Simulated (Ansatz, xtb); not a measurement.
**Relative energy of two isomers of C3H8BrGeN**

We compare I, `[NH2][Ge]1([Br])[CH2]C[CH2]1`, a singlet, with II, `[NH2][Ge@H]([Br])[CH]1CC1`, a singlet. Both are isolated molecules in the gas phase, relaxed with PBE0-D3(BJ)/def2-SVP; the shapes shown needn't be the lowest conformers.

I (Å):

```xyz
14

C     0.3046    1.2667   -0.5834
C     0.0684   -0.0662   -1.3400
C     0.5051   -1.1510   -0.3189
Br    2.1066    0.6322    2.5011
Ge    0.3176    0.2080    1.0872
N    -1.1195    0.0322    2.1947
H    -1.9889   -0.2275    1.7366
H    -1.2824    0.8069    2.8318
H     1.3048    1.6869   -0.7686
H    -0.4445    2.0556   -0.7388
H    -1.0030   -0.1809   -1.5709
H     0.6061   -0.1271   -2.3006
H     1.5612   -1.4379   -0.4336
H    -0.1042   -2.0650   -0.2817
```

II (Å):

```json
{"atom": "C", "x (Å)": "-0.6754", "y (Å)": "-0.3526", "z (Å)": "0.7612"}
{"atom": "C", "x (Å)": "-0.0128", "y (Å)": "-1.3815", "z (Å)": "1.6372"}
{"atom": "C", "x (Å)": "-0.3581", "y (Å)": "-0.0428", "z (Å)": "2.2026"}
{"atom": "Br", "x (Å)": "0.4534", "y (Å)": "-1.0063", "z (Å)": "-2.4283"}
{"atom": "Ge", "x (Å)": "0.3440", "y (Å)": "0.4954", "z (Å)": "-0.6305"}
{"atom": "N", "x (Å)": "-0.4130", "y (Å)": "2.0792", "z (Å)": "-1.1126"}
{"atom": "H", "x (Å)": "-1.3964", "y (Å)": "2.0159", "z (Å)": "-1.3645"}
{"atom": "H", "x (Å)": "0.0764", "y (Å)": "2.5757", "z (Å)": "-1.8531"}
{"atom": "H", "x (Å)": "1.7997", "y (Å)": "0.7557", "z (Å)": "-0.2133"}
{"atom": "H", "x (Å)": "-1.7274", "y (Å)": "-0.5305", "z (Å)": "0.5148"}
{"atom": "H", "x (Å)": "-0.6102", "y (Å)": "-2.2458", "z (Å)": "1.9388"}
{"atom": "H", "x (Å)": "1.0424", "y (Å)": "-1.6151", "z (Å)": "1.4628"}
{"atom": "H", "x (Å)": "-1.1973", "y (Å)": "0.0302", "z (Å)": "2.8996"}
{"atom": "H", "x (Å)": "0.4578", "y (Å)": "0.6536", "z (Å)": "2.4204"}
```

Estimate which is lower in electronic energy at CCSD(T)/def2-SVP + ΔMP2/def2-TZVPP, and by roughly how much.

The CCSD(T)/def2-SVP + ΔMP2/def2-TZVPP calculation puts structure I lower, by 9.3 kcal/mol.

Level by level:

```csv
level,geometry,E(II) − E(I) (kcal/mol),departure from the last row (kcal/mol),"job, with rough time for the two"
GFN2-xTB,GFN2-xTB,−1.2,−10.5,"optimisation, 0.34 s"
HF/STO-3G,GFN2-xTB,+13.6,+4.4,"single point, 0.76 s"
r2SCAN-D4/def2-SVP,GFN2-xTB,+6.1,−3.2,"single point, 5.9 s"
PBE0-D3(BJ)/def2-SVP,PBE0-D3(BJ)/def2-SVP,+7.0,−2.3,"optimisation, 67 s"
HF/def2-SVP,PBE0-D3(BJ)/def2-SVP,+2.7,−6.6,part of the CCSD(T) run
MP2/def2-SVP,PBE0-D3(BJ)/def2-SVP,+5.2,−4.1,part of the CCSD(T) run
CCSD(T)/def2-SVP,PBE0-D3(BJ)/def2-SVP,+5.3,−4.0,single point
CCSD(T)/def2-SVP + ΔMP2/def2-TZVPP,PBE0-D3(BJ)/def2-SVP,+9.3,,"single point, 2.7 min"
```

As drawn, II has 1 C–C, 1 Ge–H in place of 1 C–Ge, 1 C–H. Structure I has a 4-membered ring, II a 3-membered ring.

GFN2-xTB puts the two in the other order. The largest departure from CCSD(T)/def2-SVP + ΔMP2/def2-TZVPP is that of GFN2-xTB, 10.5 kcal/mol. The last row adds to CCSD(T) the change of the MP2 difference between the two basis sets, here +4.0 kcal/mol, a large step that makes the value less sure.

With thermal terms from frequencies at re-optimised GFN2-xTB minima (ideal gas, soft modes damped towards free rotors, one conformer each, 298.15 K, 1 atm): the zero-point term adds −1.8 kcal/mol; ΔH is +7.6 and ΔG +7.1 kcal/mol.

The correlated steps freeze 22 core orbitals; the filled d shell of Br and Ge is correlated, in a basis made for valence electrons. Mirror images aren't counted in ΔG. Programs: Ansatz 0.2.0, xtb 6.7.1; the last row on 4 threads of Arm Neoverse V1 on a shared host.
